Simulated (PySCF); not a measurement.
A structure optimised at B3LYP-D3(BJ)/def2-TZVPD, used in a PySCF frequency run:

```xyz
4

Al     0.0000     0.0000     0.0000
H      1.5803     0.0000     0.0000
H     -0.7901     1.3685     0.0000
H     -0.7901    -1.3685     0.0000
```

### Question
Write its SMILES, formula and point group.

### Answer
[AlH3], AlH₃, D3h

### Question
What are its rotational constants (standard atomic weights)?

### Answer
133.85, 133.85, 66.924 GHz
